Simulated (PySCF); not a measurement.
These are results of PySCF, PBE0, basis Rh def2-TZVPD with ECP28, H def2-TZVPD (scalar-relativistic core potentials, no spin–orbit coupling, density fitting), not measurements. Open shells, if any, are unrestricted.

Task: What spin state, shape and geometry does isolated RhH₄⁻ take (every ligand bound to Rh)?

Result: Formally Rh is in oxidation state +3, d6, with 0 unpaired electrons (the high-spin count would be 4). The polar-tensor charge on Rh, 0.14, is far below the formal one. The lowest minimum found is a singlet of C2v symmetry with Rh–H 1.509 Å (×2), Rh–H 1.682 Å (×2); H–Rh–H 84.5°, H–Rh–H 89.3° (×4), H–Rh–H 178.2°. Its harmonic wavenumbers are 241 (b2), 280 (a2), 704 (a1), 716 (b1), 722 (a1), 1442 (b2), 1803 (a1), 2230 (b1), 2289 (a1) cm⁻¹ and its dipole moment is 2.21 D about the centre of mass.

Stability towards spin polarisation was not tested. Only a few start shapes were tried, so a lower isomer may exist. The lowest empty level of this anion is unbound, so it and the gap depend on the basis.
